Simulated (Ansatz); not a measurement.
`C[SiH](F)[SiH3]` + HCl → `C[SiH](F)Cl` + SiH₄ at 600 K and 1 bar (cleavage of the Si–Si bond).

Gas-phase electronic energies from Ansatz, PBE0-D4/def2-TZVP geometries. CCSD(T)/CBS is the MP2 limit (def2-TZVPP, def2-QZVPP) plus CCSD(T) − MP2 in def2-TZVPP, frozen cores. This one scheme is used for every species.

```csv
species,CCSD(T)/CBS energy (Eh),H − E (kJ/mol),S (J/(mol·K))
`C[SiH](F)[SiH3]`,-720.28056,256.9,448.0
HCl,-460.38127,35.4,207.2
`C[SiH](F)Cl`,-889.24457,181.4,390.8
SiH₄,-291.46306,108.7,242.3
```

H − E and S are ideal-gas, rigid-rotor, harmonic terms from PBE0-D4/def2-TZVP, for one conformer and one mirror image of each species. 1 Eh = 2625.50 kJ/mol, R = 8.31446 J/(mol·K).

By hand: ΔE, ΔH, ΔS and ΔG.

ΔE = (-889.24457) + (-291.46306) − (-720.28056) − (-460.38127) = -0.04580 Eh = -120.2 kJ/mol. Δ(H − E) = 181.4 + 108.7 − 256.9 − 35.4 = -2.2, so ΔH = -122.4 kJ/mol. ΔS = 390.8 + 242.3 − 448.0 − 207.2 = -22.1 J/(mol·K). ΔG = -122.4 − 600 × (-22.1)/1000 = -109.1 kJ/mol.

By hand: the equilibrium constant, and the temperature at which ΔG would vanish if ΔH and ΔS stayed fixed.

log₁₀ K = −ΔG/(RT ln 10) = 9.5. ΔG = 0 at ΔH/ΔS = 5538 K, far beyond where these terms or the molecules hold.

ΔH outweighs TΔS. A doubt of 5 kJ/mol in ΔE shifts log₁₀ K by 0.4 here. Other conformers and mirror images would add mixing entropy, several J/(mol·K) or more a flexible species. These are equilibria of isolated gas molecules and say nothing of rates. Largest T1 diagnostic: 0.012 (customary marks: 0.02 for closed shells, 0.045 for open ones).
